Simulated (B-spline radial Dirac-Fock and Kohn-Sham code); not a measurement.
# Auger parameter of terbium: the L3 level and its strongest L3-MM line

Model: Dirac-Fock energy differences between relaxed states, corrected for Breit and QED terms. Program: a radial B-spline solver. The modified Auger parameter α′ is the binding energy plus the kinetic energy of the Auger electron; it does not depend on the energy zero. For free ions it tends to fall with charge, since less charge screens the final holes.

```
            species          configuration  binding 2p3/2 (eV)  Auger line  kinetic (eV)  α′ (eV)
                 Tb           [Xe] 4f9 6s2              7516.7    M3M3 J=2        4242.2  11758.9
                 Tb       [Xe] 4f8 5d1 6s2              7525.1    M3M3 J=2        4229.8  11754.9
                 Tb       [Xe] 4f9 6s1 6p1              7518.0    M3M3 J=2        4241.0  11759.0
                Tb⁺           [Xe] 4f9 6s1              7523.6    M3M3 J=2        4233.9  11757.6
                Tb⁺           [Xe] 4f8 6s2              7535.2    M3M3 J=2        4217.8  11753.0
 Tb⁺ (Watson 1.8 Å)           [Xe] 4f9 6s1              7516.5    M3M3 J=2        4241.6  11758.0
               Tb²⁺               [Xe] 4f9              7531.7    M3M3 J=2        4224.8  11756.5
Tb²⁺ (Watson 1.6 Å)               [Xe] 4f9              7513.9    M3M3 J=2        4242.8  11756.6
Tb²⁺ (Watson 2.7 Å)               [Xe] 4f9              7521.0    M3M3 J=2        4235.5  11756.5
               Tb³⁺               [Xe] 4f8              7552.7    M3M3 J=2        4198.3  11751.1
               Tb³⁺           [Xe] 4f6 5d2              7572.7    M3M3 J=2        4169.8  11742.5
               Tb³⁺           [Xe] 4f7 6p1              7567.4    M3M3 J=2        4179.2  11746.5
               Tb³⁺           [Xe] 4f7 6s1              7566.2    M3M3 J=2        4180.3  11746.5
Tb³⁺ (Watson 2.4 Å)               [Xe] 4f8              7534.7    M3M3 J=2        4216.3  11751.1
               Tb⁴⁺               [Xe] 4f7              7576.4    M3M3 J=2        4169.3  11745.7
Tb⁴⁺ (Watson 1.6 Å)               [Xe] 4f7              7540.5    M3M3 J=2        4205.3  11745.8
  Tb⁴⁺ (Watson 3 Å)               [Xe] 4f7              7557.2    M3M3 J=2        4188.5  11745.7
               Tb⁵⁺  [Kr] 4d10 4f7 5s2 5p5              7594.5    M3M3 J=2        4150.9  11745.4
               Tb⁶⁺  [Kr] 4d10 4f8 5s2 5p3              7605.9    M3M3 J=2        4144.4  11750.3
               Tb⁷⁺  [Kr] 4d10 4f7 5s2 5p3              7633.2    M3M3 J=2        4112.3  11745.5
               Tb⁸⁺  [Kr] 4d10 4f7 5s2 5p2              7653.7    M3M3 J=2        4091.6  11745.3
```

Values without a named source are computed, but for edge energies of neutral atoms, which are taken from tables.
